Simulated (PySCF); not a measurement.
Point-charge models of `CCc1oc(C(C)=O)c(Cl)p1` against its computed dipole.

Coordinates (GFN2-xTB, Å) and charges (e) from the PBE0/pcSseg-1 density (PySCF):

| atom | x | y | z | Mulliken | IAO | Hirshfeld | ESP-fitted |
| --- | --- | --- | --- | --- | --- | --- | --- |
| C1 | -3.367 | 0.023 | -0.186 | -0.3058 | -0.4212 | -0.1153 | -0.2509 |
| C2 | -2.032 | -0.697 | -0.080 | -0.1777 | -0.2652 | -0.0717 | -0.1019 |
| C3 | -0.883 | 0.246 | -0.222 | -0.1685 | -0.0151 | +0.0372 | +0.2889 |
| O4 | 0.335 | -0.277 | -0.056 | -0.3756 | -0.2094 | -0.0312 | -0.2718 |
| C5 | 1.317 | 0.637 | -0.204 | +0.2418 | +0.0835 | +0.0251 | +0.0437 |
| C6 | 2.709 | 0.201 | -0.045 | +0.2299 | +0.3643 | +0.1431 | +0.6785 |
| C7 | 2.864 | -1.262 | 0.283 | -0.2443 | -0.4793 | -0.1317 | -0.5942 |
| O8 | 3.644 | 0.960 | -0.166 | -0.3469 | -0.4073 | -0.2343 | -0.5139 |
| C9 | 0.835 | 1.897 | -0.489 | -0.4375 | -0.2506 | -0.0633 | -0.1290 |
| Cl10 | 1.822 | 3.261 | -0.729 | -0.0122 | +0.0499 | +0.0007 | +0.0306 |
| P11 | -0.937 | 1.934 | -0.577 | +0.4786 | +0.2797 | +0.0564 | -0.0987 |
| H12 | -4.187 | -0.683 | -0.087 | +0.1311 | +0.1530 | +0.0510 | +0.0986 |
| H13 | -3.450 | 0.524 | -1.148 | +0.1332 | +0.1482 | +0.0393 | +0.0765 |
| H14 | -3.456 | 0.773 | 0.597 | +0.1318 | +0.1489 | +0.0396 | +0.0767 |
| H15 | -1.956 | -1.465 | -0.856 | +0.1523 | +0.1603 | +0.0512 | +0.0822 |
| H16 | -1.951 | -1.210 | 0.883 | +0.1491 | +0.1597 | +0.0507 | +0.0863 |
| H17 | 2.410 | -1.866 | -0.499 | +0.1397 | +0.1660 | +0.0497 | +0.1638 |
| H18 | 2.353 | -1.482 | 1.217 | +0.1400 | +0.1663 | +0.0502 | +0.1651 |
| H19 | 3.919 | -1.504 | 0.372 | +0.1410 | +0.1684 | +0.0533 | +0.1697 |

Q: What dipole does each set of charges give (1 e·Å = 4.803 D), and what does the density give?

A: The full density gives (-3.55, -3.35, 0.56) D, 4.91 D in size; dipole vectors point from the negative to the positive end.

| scheme | μx | μy | μz | size (D) | share of the full size (%) | angle to the full dipole (°) |
| --- | --- | --- | --- | --- | --- | --- |
| Mulliken | -6.14 | -2.84 | 0.36 | 6.78 | 138 | 19 |
| IAO | -5.19 | -1.69 | 0.14 | 5.46 | 111 | 26 |
| Hirshfeld | -3.18 | -1.56 | 0.19 | 3.55 | 72 | 17 |
| ESP-fitted | -3.63 | -3.37 | 0.57 | 4.99 | 101 | 0 |

Q: Which set comes closest?

A: Length of the difference vector: ESP-fitted 0.08 D, Hirshfeld 1.86 D, IAO 2.37 D, Mulliken 2.65 D. Closest: ESP-fitted. The schemes that divide the density aren't constrained to reproduce the dipole.

Q: What is left for the Hirshfeld atoms' own dipoles?

A: The shares of the density sum to the whole, so what Σ q r misses lies in dipoles about the nuclei. The atomic dipoles sum to (-3.55, -3.35, 0.56) − (-3.18, -1.56, 0.19) = (-0.37, -1.79, 0.37) D, 1.86 D in size.

Q: With the origin at the mean of the coordinates, (-0.001, 0.000, -0.105) Å, which are the largest single terms, by size, of the IAO dipole along the direction of the full one?

A: O8 +6.45, C1 -4.87, C6 -3.65, C7 +2.69, H12 +2.57 D; all 19 atoms together +4.92 D. The single terms depend on the origin, their sum doesn't.

Q: Give the size of the full dipole in other units.

A: 4.91 D = 1.933 au = 1.023 e·Å = 16.39 × 10⁻³⁰ C·m.

One conformer (not necessarily the lowest) at the GFN2-xTB geometry, without solvent, vibrations or thermal averaging.

Shape of the structure used: `[CH3:1][CH2:2][c:3]1[o:4][c:5]([C:6]([CH3:7])=[O:8])[c:9]([Cl:10])[p:11]1`: C1–C2–C3–O4 176°, O4–C5–C6–C7 0°.
